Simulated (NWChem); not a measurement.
# Correlation energy of Cl2 (-1)

```xyz
2

Cl     0.0000     0.0000     1.3266
Cl     0.0000     0.0000    -1.3266
```
Charge -1, spin multiplicity 2.

Everything below was run with NWChem. The geometry was optimised at UPBE0/def2-SVP, a minimum by its harmonic frequencies.

Basis set: aug-cc-pVDZ. Each correlation energy counts from its own Hartree-Fock reference.

The correlated methods keep 10 core orbitals frozen. The structure started from a generated list of species. The unpaired electrons of the parent sit in orbitals of symmetry b1u (D2h labels of the run); other states weren't searched. The anion's geometry comes from a basis without diffuse functions. The stability of the SCF solutions was not checked. Open-shell Hartree-Fock references start from PBE0 orbitals. No row is a measurement; the coupled-cluster row has its own basis-set and correlation limits.

```json
[
 {"method": "CCSD(T) on ROHF", "correlation energy (mHa)": "-343.3"},
 {"method": "SCS-UMP2", "correlation energy (mHa)": "[?]"},
 {"method": "CCSD[T] on ROHF", "correlation energy (mHa)": "-343.4"},
 {"method": "CCSD[T] on UHF", "correlation energy (mHa)": "[?]"},
 {"method": "UMP2", "correlation energy (mHa)": "-301.2"},
 {"method": "CCSD on UHF", "correlation energy (mHa)": "[?]"},
 {"method": "CCSD on ROHF", "correlation energy (mHa)": "[?]"},
 {"method": "CCSD(T) on UHF", "correlation energy (mHa)": "-335.8"}
]
```

Q: Complete the blanks.

A: 
- SCS-UMP2, correlation energy (mHa): -289.3
- CCSD[T] on UHF, correlation energy (mHa): -336.1
- CCSD on UHF, correlation energy (mHa): -326.7
- CCSD on ROHF, correlation energy (mHa): -333.7
